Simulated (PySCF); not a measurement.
C3H7FSi, SMILES F[SiH2]C1CC1.

The structure is a stationary point at PBE-D3(BJ)/def2-SVP. The structure was generated by enumeration, and PubChem lists no compound with its InChIKey, so it may never have been made. The values are those of a single conformer.

These are TDA-PBE/def2-SVPD (PySCF) values and carry that method's errors.

Vertical excitations. Isolated molecule, no solvent.

```json
[
 {"state": "S1", "energy (eV)": "6.73", "λ (nm)": "184", "f": "0.003", "main pairs": "HOMO→LUMO 98 %"},
 {"state": "S2", "energy (eV)": "7.07", "λ (nm)": "175", "f": "0.043", "main pairs": "HOMO−1→LUMO 94 %"},
 {"state": "S3", "energy (eV)": "7.33", "λ (nm)": "169", "f": "0.003", "main pairs": "HOMO→LUMO+1 98 %"},
 {"state": "S4", "energy (eV)": "7.47", "λ (nm)": "166", "f": "0.023", "main pairs": "HOMO−2→LUMO 94 %"},
 {"state": "S5", "energy (eV)": "7.58", "λ (nm)": "164", "f": "0.011", "main pairs": "HOMO−1→LUMO+1 97 %"},
 {"state": "S6", "energy (eV)": "7.73", "λ (nm)": "160", "f": "0.002", "main pairs": "HOMO−3→LUMO 98 %"},
 {"state": "S7", "energy (eV)": "7.84", "λ (nm)": "158", "f": "0.017", "main pairs": "HOMO→LUMO+2 86 %"},
 {"state": "S8", "energy (eV)": "7.97", "λ (nm)": "156", "f": "0.035", "main pairs": "HOMO→LUMO+3 68 %, HOMO−2→LUMO+1 22 %"},
 {"state": "S9", "energy (eV)": "8.06", "λ (nm)": "154", "f": "0.011", "main pairs": "HOMO−1→LUMO+2 69 %, HOMO→LUMO+4 21 %"},
 {"state": "S10", "energy (eV)": "8.07", "λ (nm)": "154", "f": "0.006", "main pairs": "HOMO−2→LUMO+1 49 %, HOMO→LUMO+4 23 %, HOMO−1→LUMO+2 19 %"},
 {"state": "T1", "energy (eV)": "6.48", "λ (nm)": "191", "f": "0", "main pairs": "HOMO→LUMO 99 %"},
 {"state": "T2", "energy (eV)": "6.74", "λ (nm)": "184", "f": "0", "main pairs": "HOMO−1→LUMO 98 %"},
 {"state": "T3", "energy (eV)": "7.12", "λ (nm)": "174", "f": "0", "main pairs": "HOMO−2→LUMO 95 %"},
 {"state": "T4", "energy (eV)": "7.13", "λ (nm)": "174", "f": "0", "main pairs": "HOMO→LUMO+1 98 %"}
]
```
Triplets are in the Tamm–Dancoff approximation.
